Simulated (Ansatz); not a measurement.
Q: Name a neutral molecule of C, Ge and H with HOMO–LUMO gap (PBE/def2-TZVPP) between 1.90 and 2.20 eV and HOMO energy (PBE0/def2-TZVPP) between -6.65 and -6.35 eV (Ansatz, PBE0-D4/def2-TZVP geometry).

A: `[CH3][GeH]` (1.95 eV, -6.38 eV). Other molecules can fit too; these were computed, each in one conformer that needn't be the lowest.
